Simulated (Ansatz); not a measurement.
Calculated with Ansatz (gas phase, PBE0-D4/def2-TZVP geometries, no zero-point term in ΔE). CBS: MP2 limit from def2 TZ/QZ plus the TZ coupled-cluster correction, frozen cores. Functionals use def2-TZVPP. B3LYP here is the variant with VWN-RPA as its local correlation; programs differ in this. One conformer a species, not always the lowest.

Reaction (isomerisation): `N[Si]1(F)OCO1` → `NC1(F)O[SiH2]O1`

`N[Si]1(F)OCO1`:

Z-matrix (Å, degrees):
```
Si
F 1 1.583
O 1 1.656 2 114.3
O 1 1.656 2 114.2 3 -93.5
N 1 1.670 2 104.8 3 133.2
C 1 2.147 2 121.8 3 -46.8
H 5 1.005 1 122.5 2 0.2
H 5 1.004 1 123.8 2 -179.9
H 6 1.093 1 126.2 2 -180.0
H 6 1.094 1 122.3 2 0.0
```

`NC1(F)O[SiH2]O1`:

```xyz
10

N     1.258    0.167    1.207
C     0.528   -0.396    0.158
F     1.051   -1.616   -0.100
O     0.533    0.404   -0.995
Si   -1.135    0.289   -1.045
O    -0.883   -0.567    0.359
H     0.888    1.068    1.474
H     1.290   -0.456    2.002
H    -1.688   -0.471   -2.186
H    -1.843    1.578   -0.874
```

(1) Is it downhill or uphill in electronic energy at CCSD(T)/CBS, and by how much? (An estimate is asked.)

(2) What do these levels give: PBE-D4, B3LYP-D4, ωB97X-V, ωB97M-V, B2PLYP, PBE, PBE0, MP2/def2-TZVPP, CCSD(T)/def2-TZVPP, SCS-MP2/def2-QZVPP, MP2/CBS(def2), CCSD/CBS(def2)? (Best estimate.)

Largest T1 diagnostic among the species: 0.012.

Answers

(1) Computed: Uphill: ΔE = +3.10 eV.

(2) The calculation gave: PBE-D4 2.80, B3LYP-D4 2.99, ωB97X-V 2.89, ωB97M-V 2.97, B2PLYP 3.06, PBE 2.81, PBE0 2.89, MP2/def2-TZVPP 3.13, CCSD(T)/def2-TZVPP 3.02, SCS-MP2/def2-QZVPP 3.15, MP2/CBS(def2) 3.20, CCSD/CBS(def2) 3.13 eV.

From PBE to PBE0 (25 % exact exchange), in def2-TZVPP and without D4, ΔE moves by +0.08 eV.
